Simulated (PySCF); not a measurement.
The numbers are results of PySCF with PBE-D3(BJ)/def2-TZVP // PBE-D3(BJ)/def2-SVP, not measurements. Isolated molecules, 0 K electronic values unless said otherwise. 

Reference species: [Hf(F)4] (neutral, multiplicity 1).

```json
{
  "LUMO": "-1.71 eV",
  "HOMO": "-10.09 eV",
  "coordination_number": "4",
  "charge on the central atom (Mulliken)": "1.54 e"
}
```

Changed species: [Hf(H)4] (4 of 4 F replaced by H; the reference has 0 of 4 F replaced by H).

Task: Give the shifts of the LUMO, HOMO, coordination number and charge on the central atom (Mulliken).

Result: the LUMO falls by 1.37 eV, to -3.08 eV; the HOMO rises by 2.97 eV, to -7.12 eV; the coordination number hardly moves; the charge on the central atom (Mulliken) decreases by 0.85 e, to 0.69 e.
